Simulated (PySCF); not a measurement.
# Broadened absorption spectrum of C4H9NSi

Species: C4H9NSi.
SMILES with atom numbers: `[CH2:1]=[N:2][SiH:3]1[CH2:4][CH2:5][CH2:6]1` (hydrogens: H7, H8 on C1; H9 on Si3; H10, H11 on C4; H12, H13 on C5; H14, H15 on C6)

Structure used (PBE0-D3(BJ)/def2-SVP), in Å, numbered top down from 1:
```xyz
15
C4H9NSi angstrom
C      3.0257   -0.1579   -0.1307
N      1.8515   -0.2802    0.3142
Si     0.3921    0.1452   -0.5694
C     -1.0021   -1.1253   -0.5661
C     -1.9527    0.0532   -0.2151
C     -0.9449    1.0734    0.3845
H      3.2799    0.2421   -1.1378
H      3.8959   -0.4547    0.4862
H      0.7322    0.7184   -1.9185
H     -1.2603   -1.7227   -1.4513
H     -0.8781   -1.8052    0.2924
H     -2.7908   -0.2128    0.4502
H     -2.3970    0.4636   -1.1366
H     -1.1596    2.1377    0.2153
H     -0.8073    0.9095    1.4656
```

Computed, not measured: PySCF, TDDFT PBE0/def2-SVPD, vertical, gas phase, core orbitals frozen in the response.

Computed states:

```json
{"state": "S1", "E (eV)": "4.00", "f": "0.0004"}
{"state": "S2", "E (eV)": "5.71", "f": "0.0024"}
{"state": "S3", "E (eV)": "6.13", "f": "0.159"}
{"state": "S4", "E (eV)": "6.67", "f": "0.032"}
{"state": "S5", "E (eV)": "6.83", "f": "0.0039"}
{"state": "S6", "E (eV)": "7.17", "f": "0.054"}
{"state": "S7", "E (eV)": "7.33", "f": "0.0002"}
{"state": "S8", "E (eV)": "7.44", "f": "0.012"}
{"state": "S9", "E (eV)": "7.48", "f": "0.013"}
{"state": "S10", "E (eV)": "7.57", "f": "0.0062"}
```

Each state is given a Gaussian of 0.4 eV full width at half maximum, with ε(max) = 2.175×10⁸ f / Δν̃ (Δν̃ the width in cm⁻¹). The width is an assumption, not a result. The curve ends short of the highest state used, and states not computed would add to its high-energy end.

**Question.** Give the broadened spectrum and its maxima.

**Answer.** 
| λ (nm) | ε (L mol⁻¹ cm⁻¹) |
| --- | --- |
| 177.8 | 2554 |
| 181.3 | 2151 |
| 184.7 | 2439 |
| 188.1 | 2327 |
| 191.5 | 2530 |
| 194.9 | 4684 |
| 198.3 | 8411 |
| 201.7 | 10715 |
| 205.1 | 9489 |
| 208.5 | 6034 |
| 211.9 | 2889 |
| 215.3 | 1131 |
| 218.7 | 422 |
| 222.1 | 177 |
| 225.5 | 82 |
| 228.9 | 37 |
| 232.3 | 14 |
| 235.7 | 5 |
| 239.1 | 1 |
| 242.5 | 0 |
| 246.0 | 0 |
| 249.4 | 0 |
| 252.8 | 0 |
| 256.2 | 0 |
| 259.6 | 0 |
| 263.0 | 0 |
| 266.4 | 0 |
| 269.8 | 0 |
| 273.2 | 0 |
| 276.6 | 0 |
| 280.0 | 1 |
| 283.4 | 2 |
| 286.8 | 4 |
| 290.2 | 7 |
| 293.6 | 11 |
| 297.0 | 15 |
| 300.4 | 19 |
| 303.8 | 23 |
| 307.2 | 26 |
| 310.6 | 26 |
| 314.1 | 25 |
| 317.5 | 23 |
| 320.9 | 19 |
| 324.3 | 16 |
| 327.7 | 12 |
| 331.1 | 9 |
| 334.5 | 6 |
| 337.9 | 4 |
| 341.3 | 3 |
| 344.7 | 2 |
| 348.1 | 1 |
| 351.5 | 1 |
| 354.9 | 0 |
| 358.3 | 0 |
| 361.7 | 0 |
| 365.1 | 0 |

Maxima: 310 nm (4.00 eV), ε about 26, made up of S1 (100%); 202 nm (6.13 eV), ε about 11000, made up of S3 (100%); 186 nm (6.68 eV), ε about 2500, made up of S4 (88%) (ε in L mol⁻¹ cm⁻¹; maxima over ε = 5, shares over 10%). At its high-energy end, 6.97 eV, the curve is still rising (ε about 2500, from S4 and S6).

**Question.** On this curve, what absorbance would a 10⁻⁵ mol/L sample give at 193 nm over a 1 cm path?

**Answer.** 193 nm is 6.424 eV, where ε is about 3200 L mol⁻¹ cm⁻¹, so A = ε c l ≈ 0.032 (Beer–Lambert, with the gas-phase spectrum and the assumed width).

**Question.** What would ε be at 6.13 eV, the highest of these maxima, with half the width (0.2 eV)?

**Answer.** About 21500 L mol⁻¹ cm⁻¹ against 10800, a factor of about 2.00; a lone state at its own centre would give exactly 2.

**Question.** Coming from long wavelengths, where does ε first pass 100 L mol⁻¹ cm⁻¹?

**Answer.** At about 225 nm (5.52 eV), 1.53 eV above S1.

All these states lie below the vertical ionisation energy of 9.10 eV (ΔSCF).

One conformer stands for the species.
